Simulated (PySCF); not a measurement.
H2O3P, SMILES O[P](O)=O, multiplicity 2. Atoms are numbered in the order given.

```xyz
6

O      1.4970    -0.0612     0.5160
P      0.2220    -0.0072    -0.2885
O     -0.9478    -1.1521     0.0557
O     -0.6933     1.3374    -0.0087
H     -0.5489    -2.0461     0.0651
H     -1.6280     1.1600    -0.2417
```
Charge 0, spin multiplicity 2.

Coordinates come from a PBE-D3(BJ)/def2-SVP optimisation. The isomer is the one that the SMILES or the coordinates give; other isomers of the formula were not compared. The values are those of a single conformer.

Two levels are set side by side: PBE/pcH-1 (PySCF) and PBE0/pcH-1 (PySCF). Contact hyperfine couplings, same geometry. Differences are taken from unrounded values.

| quantity | PBE0 | PBE | PBE minus PBE0 |
|---|---|---|---|
| A(iso) of 17O, atom O1 (MHz) | -12.9 | -10.9 | 2.0 |
| A(iso) of 31P, atom P2 (MHz) | 1790.9 | 1733.6 | -57.2 |
| A(iso) of 17O, atom O3 (MHz) | -39.9 | -39.4 | 0.5 |
| A(iso) of 17O, atom O4 (MHz) | -42.4 | -42.4 | -0.1 |
| A(iso) of 1H, atom H5 (MHz) | -10.6 | -9.1 | 1.5 |
| A(iso) of 1H, atom H6 (MHz) | -8.1 | -6.9 | 1.3 |

Rough cost on one machine, each run with all the roots and properties that it gave: PBE0 against PBE within a factor of 2.
